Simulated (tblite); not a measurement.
Compound: C2H4Cl2S2Si.
Atom-mapped SMILES: `[CH3:1][C:2](=[S:3])[S:4][SiH:5]([Cl:6])[Cl:7]` (hydrogens: H8, H9, H10 on C1; H11 on Si5)

Computed with GFN2-xTB (tblite), gas phase: L-BFGS steps from a force-field or distance-geometry start until the largest atomic force falls under 0.01 eV/Å.

Step 52: E = -645.9013 eV
```
atom  x, y, z in Å  |  force x, y, z in eV/Å
C1     -2.1542    0.0899    0.2517   -0.044  -0.017   0.020
C2     -0.7862   -0.4159   -0.0521   -0.103  -0.153  -0.021
S3     -0.2673   -1.8861    0.4349   -0.003   0.251  -0.041
S4      0.2064    0.6965   -0.9736   -0.019  -0.072   0.024
Si5     2.2363    0.1412   -0.3479   -0.080   0.055   0.113
Cl6     2.2486    0.3914    1.6431    0.098  -0.004  -0.025
Cl7     3.3787    1.4854   -1.2978    0.033   0.010   0.013
H8     -2.0616    0.8789    1.0032   -0.058  -0.041  -0.024
H9     -2.6437    0.5334   -0.6197    0.192  -0.087   0.043
H10    -2.7763   -0.7122    0.6523    0.095   0.087  -0.040
H11     2.6245   -1.1998   -0.7200   -0.111  -0.028  -0.061
```

Step 53: E = -645.9063 eV
```
atom  x, y, z in Å  |  force x, y, z in eV/Å
C1     -2.1576    0.0892    0.2449   -0.058   0.021   0.058
C2     -0.7836   -0.4125   -0.0394   -0.145  -0.020  -0.088
S3     -0.2547   -1.8714    0.4590    0.010   0.140   0.001
S4      0.2059    0.7035   -0.9604   -0.040  -0.066   0.016
Si5     2.2321    0.1391   -0.3451   -0.003   0.042  -0.008
Cl6     2.2713    0.3789    1.6389    0.090   0.016   0.092
Cl7     3.3717    1.4830   -1.3043    0.025   0.000   0.023
H8     -2.0783    0.8699    1.0094   -0.059  -0.057  -0.097
H9     -2.6369    0.5362   -0.6324    0.230  -0.088   0.099
H10    -2.7847   -0.7138    0.6322    0.073   0.035  -0.032
H11     2.6202   -1.1993   -0.7287   -0.121  -0.023  -0.062
```

Q: Estimate the geometry and energy of step 54. (The exact step hangs on the optimiser's Hessian estimate; all steps are aligned on step 53, rigid shifts and turns removed.)

A: E = -645.9131 eV, largest force 0.257 eV/Å
```
atom  x, y, z in Å  |  force x, y, z in eV/Å
C1     -2.1653    0.0889    0.2362   -0.080  -0.092   0.082
C2     -0.7826   -0.4054   -0.0207   -0.159   0.112  -0.125
S3     -0.2357   -1.8451    0.5028    0.008   0.027   0.038
S4      0.2039    0.7149   -0.9386   -0.057  -0.055   0.001
Si5     2.2283    0.1358   -0.3434    0.071  -0.006  -0.130
Cl6     2.3120    0.3599    1.6334    0.080   0.035   0.208
Cl7     3.3623    1.4802   -1.3120    0.027   0.001   0.019
H8     -2.1065    0.8565    1.0159   -0.069  -0.048  -0.128
H9     -2.6218    0.5402   -0.6504    0.217  -0.056   0.126
H10    -2.8003   -0.7225    0.5973    0.102   0.072  -0.036
H11     2.6111   -1.2006   -0.7463   -0.141   0.009  -0.054
```

The energy changes by -0.0068 eV. The first-order estimate −F·Δx gives -0.0089 eV and the mean of the old and new forces, exact on a quadratic surface, -0.0068 eV. The step makes an angle of 78° with the force vector and moves no atom by more than 0.054 Å.

What follows is the cost of the whole relaxation. Hardware: one thread of an Arm Neoverse N1, shared host. Cost: 1.7 s of wall time.
